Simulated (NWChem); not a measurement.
System: BH, singlet; SMILES [BH]

NWChem input:

```
start job
memory heap 200 mb stack 900 mb global 1100 mb
geometry units angstroms noautosym nocenter noautoz
  B      0.000000     0.000000     0.234306
  H      0.000000     0.000000    -1.010845
end
basis spherical
  * library def2-svp
end
dft
  xc xpbe96 cpbe96
  iterations 150
  vectors input atomic output neutral.movecs
end
task dft energy
charge 1
dft
  odft
  mult 2
  vectors input atomic output cation.movecs
end
task dft energy
```

Low-valent species are run as closed-shell singlets; no triplet was tried in these runs. The geometry was optimised at B3LYP/6-31G* (spherical d).

Ions are spin-unrestricted doublets at the neutral geometry; other ion states weren't tried.

**Question.** What results follow from this input? (PBE/def2-SVP, vertical spin-unrestricted ions.) Quantities: basis functions; vertical ionisation energy, ΔSCF (eV); −ε(HOMO) (eV).

**Answer.** 
| Item | Result |
|---|---|
| number of basis functions | 19 |
| vertical ionisation energy, ΔSCF (eV) | 9.55 |
| −ε(HOMO) (eV) | 5.41 |
